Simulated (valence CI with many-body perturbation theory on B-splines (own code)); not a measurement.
# Sm LVII: magnetic and hyperfine properties of the levels

Calculated by relativistic CI+MBPT: four valence electrons over a frozen Dirac-Fock core [He], radial functions for each j: 11 s, 11 p, 9 d, 7 f, 5 g, 2 h, 1 i, with the one-electron correlation potential Σ1, the two-electron term Σ2, the three-electron term Σ3, Breit, model QED; selected CI, second order for the rest (own B-spline code, finite nucleus).

No measured spectrum was set against this ion. As an estimate, large intervals hold to a few tenths of a per cent, small ones and those within an open d or f shell to about a per cent. Among the levels kept, up to 250 cm⁻¹ of a level comes from second order outside the variational space, and about a tenth of that is noise between levels of different J, which matters for small intervals.

A/g_I is the dipole constant over the nuclear g factor μ/I (μ in nuclear magnetons, uniformly magnetised nucleus), B/Q the quadrupole constant per barn. Both hold the static response of the core; the bare values leave it out. Large factors of s and p1/2 electrons are usually good to 5 to 10 %; those of open d and f shells near neutrality can be off by tens of per cent, and small factors of p3/2, d and f electrons come from cancelling terms and can be off by a factor of two or in sign, in half-filled shells by more. B is blank for J = 1/2, where it vanishes, and for nearly pure S terms. Energies count from the lowest level. Levels with J = 0 are left out.

Levels are named by their leading jj configuration (3d3/2^4 stands for four electrons in 3d with j = 3/2), which in mixed levels can hold well under half, so a name can repeat and another be missing. Letters in brackets count levels of one name in rising energy.

| Level | E (× 10³ cm⁻¹) | g | A/g_I (MHz) | A/g_I bare | B/Q (MHz/b) | B/Q bare |
| --- | --- | --- | --- | --- | --- | --- |
| (2s^2 2p1/2 2p3/2) J=1 | 5044.3 | 1.478 | -280000 | -261000 | 460000 | 461000 |
| (2s^2 2p1/2 2p3/2) J=2 | 5182.7 | 1.152 | 1220000 | 1230000 | 839000 | 840000 |
| (2s 2p1/2^2 2p3/2) J=2 | 6887.3 | 1.530 | 3010000 | 2990000 | 854000 | 855000 |
| (2s 2p1/2^2 2p3/2) J=1 | 7459.5 | 1.102 | -2080000 | -2030000 | 552000 | 552000 |
| (2s^2 2p3/2^2) J=2 | 10357 | 1.297 | 482000 | 493000 | 77800 | 77900 |
| (2s 2p1/2 2p3/2^2) J=2 [a] | 11755 | 1.550 | 2180000 | 2180000 | 223000 | 223000 |
| (2s 2p1/2 2p3/2^2) J=3 | 12074 | 1.306 | 2690000 | 2680000 | -2840 | -2870 |
| (2s 2p1/2 2p3/2^2) J=1 [a] | 12593 | 1.300 | -2100000 | -2050000 | -384000 | -384000 |
| (2s 2p1/2 2p3/2^2) J=2 [b] | 12675 | 1.060 | -127000 | -102000 | -153000 | -153000 |
| (2s 2p1/2 2p3/2^2) J=1 [b] | 12702 | 1.322 | 6320000 | 6260000 | 201000 | 202000 |
| (2p1/2^2 2p3/2^2) J=2 | 14636 | 1.321 | 444000 | 467000 | 72400 | 72500 |
| (2s 2p3/2^3) J=2 | 17475 | 1.425 | 3070000 | 3050000 | -933000 | -934000 |
| (2s 2p3/2^3) J=1 | 18026 | 1.178 | -2120000 | -2060000 | -367000 | -368000 |
| (2p1/2 2p3/2^3) J=1 | 19774 | 1.478 | -313000 | -278000 | -456000 | -456000 |
| (2p1/2 2p3/2^3) J=2 | 19915 | 1.128 | 1220000 | 1230000 | -987000 | -988000 |
| (2s^2 2p1/2 3s) J=1 | 55690 | 1.314 | 3320000 | 3300000 | -12800 | -12800 |
| (2s^2 2p1/2 3p1/2) J=1 | 56216 | 0.645 | 2290000 | 2270000 | -3120 | -3120 |
| (2s 2p1/2^2 3s) J=1 | 57305 | 2.004 | 6450000 | 6380000 | 16700 | 16700 |
| (2s^2 2p1/2 3p3/2) J=2 | 57858 | 1.153 | 984000 | 982000 | 260000 | 260000 |
| (2s^2 2p1/2 3p3/2) J=1 | 57885 | 1.535 | -252000 | -247000 | 118000 | 119000 |
| (2s 2p1/2^2 3p1/2) J=1 | 57923 | 1.368 | 5720000 | 5650000 | -4040 | -4040 |
| (2s^2 2p1/2 3d3/2) J=2 | 58290 | 0.749 | 945000 | 940000 | 57100 | 57600 |
| (2s^2 2p1/2 3d3/2) J=1 | 58483 | 0.840 | -637000 | -634000 | 18900 | 19100 |
| (2s^2 2p1/2 3d5/2) J=2 | 58800 | 1.282 | -510000 | -507000 | 49200 | 49600 |
| (2s^2 2p1/2 3d5/2) J=3 | 58828 | 1.100 | 613000 | 610000 | 43600 | 44100 |
| (2s 2p1/2^2 3p3/2) J=2 | 59536 | 1.517 | 2740000 | 2710000 | 254000 | 254000 |
| (2s 2p1/2^2 3p3/2) J=1 | 59574 | 1.123 | -2500000 | -2460000 | 135000 | 135000 |
| (2s 2p1/2^2 3d3/2) J=1 | 59963 | 0.455 | -2580000 | -2550000 | 21500 | 21800 |
| (2s 2p1/2^2 3d3/2) J=2 | 60006 | 1.137 | 2630000 | 2600000 | 43000 | 43400 |
| (2s 2p1/2^2 3d5/2) J=3 | 60454 | 1.344 | 1810000 | 1790000 | 37300 | 37900 |
| (2s 2p1/2^2 3d5/2) J=2 | 60581 | 1.017 | -1640000 | -1620000 | 31400 | 31800 |

(1) Take the isotope of mass number 147, with I = 7/2, μ = -0.809 μN and Q = -0.26 b. What is the hyperfine structure of (2s^2 2p1/2 2p3/2) J=1?

Answers

(1) From the table A = 64700 MHz, B = -120000 MHz. Shifts from the centre of gravity in MHz: F = 5/2: -355000, F = 7/2: 21000, F = 9/2: 196000.
